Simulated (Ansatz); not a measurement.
```yaml
crystal:
  periodic: [false, false, false]
  atoms:
    - {symbol: C, position_ang: [-0.856333, 1.152171, 0.120612]}
    - {symbol: C, position_ang: [-0.134349, 0.290311, 0.316728]}
    - {symbol: O, position_ang: [-0.097168, -0.235559, -0.452860]}
    - {symbol: Sn, position_ang: [0.830193, -1.134328, -0.379344]}
    - {symbol: H, position_ang: [-1.175949, 0.795374, 0.316051]}
    - {symbol: H, position_ang: [-0.535193, 1.573554, 1.026142]}
    - {symbol: H, position_ang: [-0.705905, 1.357244, -0.469563]}
    - {symbol: H, position_ang: [-0.077673, 0.065076, 0.959401]}
    - {symbol: H, position_ang: [0.601920, 0.883046, 0.387600]}
    - {symbol: H, position_ang: [2.027224, -0.697164, -0.409700]}
    - {symbol: H, position_ang: [0.451555, -1.482912, -1.305742]}
    - {symbol: H, position_ang: [0.703261, -1.795989, 0.427043]}
basis:
  gaussian: {orbitals: def2-mTZVP, fitting: {mean_field: def2-universal-jkfit}}
magnetization: {spin_polarized: true, initial_magnetization: 2}
hamiltonian: {xc: {name: rPW86-PBE}, dispersion: rvv10}
scf: {lower_state_search: light}
```

```sh
$ ansatz run in.yaml --threads 4 --pin off --events-out ev --progress --plain --max-ram 10444MiB
```

It prints (some lines left out):

```
Functional definition: rPW86-PBE+rVV10
589 factors; integrals over basis functions are off by at most 8.6e-1 eV
mean field evaluation 1: about -9928.7506 eV, gradient 1.2e2 eV
mean field evaluation 2: about -9300.1998 eV, gradient 3.0e2 eV
mean field evaluation 4: about -9974.2430 eV, gradient 3.7e1 eV
mean field evaluation 8: about -9984.2378 eV, gradient 1.4e0 eV
mean field evaluation 16: about -9984.2515 eV, gradient 1.5e-3 eV
mean field -9984.25149031 eV, -366.9144747003 hartree, gradient 5.4e-5 eV, S^2 2.001524; 6 other end points of the search recorded, 0 dependent functions left out
reference -9984.25161484 eV, -366.9144792764 hartree; 26, 24 occupied and 96, 98 virtual orbitals, 589 factors
Total energy: -9984.25161484 eV, -366.9144792764 hartree
```

In this input the geometry is squeezed to about two thirds of its size. The run converged. The result belongs to that input, not to the molecule as meant.
